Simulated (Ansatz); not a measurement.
Program: Ansatz. Geometries: PBE0-D4/def2-TZVP. ΔE: electronic, gas phase. CCSD(T)/CBS is the MP2 limit (def2-TZVPP, def2-QZVPP) plus CCSD(T) − MP2 in def2-TZVPP, frozen cores. DFT in def2-TZVPP. B3LYP here is the variant with VWN-RPA as its local correlation; programs differ in this. One conformer a species, not always the lowest.

`CBB(C)F` + `O=CC(O)F` → `CBC(O)F` + `CB(F)C=O`  (formal exchange of groups at a B–B bond)

```csv
level,ΔE (kJ/mol),difference from CCSD(T)/CBS
PBE-D4,-0.8,6.3
r2SCAN-D4,-1.7,5.4
PBE0-D4,0.6,7.7
ωB97M-V,-7.5,-0.4
B2PLYP,-8.0,-0.9
PBE,-1.1,6.0
r2SCAN,-1.8,5.3
PBE0,0.3,7.4
B3LYP,-7.6,-0.5
HF/def2-TZVPP,-6.7,0.4
CCSD/def2-TZVPP,-6.7,0.4
CCSD(T)/def2-TZVPP,-6.3,0.8
MP2/def2-QZVPP,-7.9,-0.8
SCS-MP2/def2-QZVPP,-10.0,-2.9
MP2/CBS(def2),-8.1,-1.0
CCSD/CBS(def2),-7.5,-0.4
CCSD(T)/CBS,-7.1,0
```

Largest T1 diagnostic among the species: 0.014.
